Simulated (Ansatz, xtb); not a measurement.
Relative energy of two isomers of C4H6F4S

We compare I, `C[C@H](F)SCC(F)(F)F`, a singlet, with II, `FCSCCC(F)(F)F`, a singlet. Both are isolated molecules in the gas phase, relaxed with PBE0-D3(BJ)/def2-SVP; each stands in its lowest conformer found.

Task: Which of the two would you expect CCSD(T)/def2-SVP + ΔMP2/def2-TZVPP electronic energies to favour?

Result: Structure I; the calculation gives E(II) − E(I) = +0.080 eV.

How the difference moves with the method:

```csv
level,geometry,E(II) − E(I) (eV),departure from the last row (eV),"job, with rough time for the two"
GFN2-xTB,GFN2-xTB,−0.040,−0.120,"optimisation, 0.27 s"
HF/STO-3G,GFN2-xTB,+0.059,−0.021,"single point, 0.52 s"
r2SCAN-D4/def2-SVP,GFN2-xTB,+0.142,+0.062,"single point, 5.3 s"
PBE0-D3(BJ)/def2-SVP,PBE0-D3(BJ)/def2-SVP,+0.103,+0.023,"optimisation, 54 s"
HF/def2-SVP,PBE0-D3(BJ)/def2-SVP,+0.080,0.000,part of the CCSD(T) run
MP2/def2-SVP,PBE0-D3(BJ)/def2-SVP,+0.103,+0.023,part of the CCSD(T) run
CCSD(T)/def2-SVP,PBE0-D3(BJ)/def2-SVP,+0.102,+0.022,single point
CCSD(T)/def2-SVP + ΔMP2/def2-TZVPP,PBE0-D3(BJ)/def2-SVP,+0.080,,"single point, 3.8 min"
```

As drawn, both hold the same kinds of bond in the same numbers. Structure I has 1 methyl group, II 0.

GFN2-xTB puts the two in the other order. The largest departure from CCSD(T)/def2-SVP + ΔMP2/def2-TZVPP is that of GFN2-xTB, 0.120 eV. The last row adds to CCSD(T) the change of the MP2 difference between the two basis sets, here −0.022 eV.

With thermal terms from frequencies at re-optimised GFN2-xTB minima (ideal gas, soft modes damped towards free rotors, one conformer each, 298.15 K, 1 atm): on the last row, ΔE + ΔZPE = +0.097, ΔH = +0.091, ΔG = +0.089 eV.

The correlated steps freeze 13 core orbitals. Mirror images aren't counted in ΔG. Programs: Ansatz 0.2.0, xtb 6.7.1; the last row on 4 threads of Arm Neoverse V1 on a shared host.
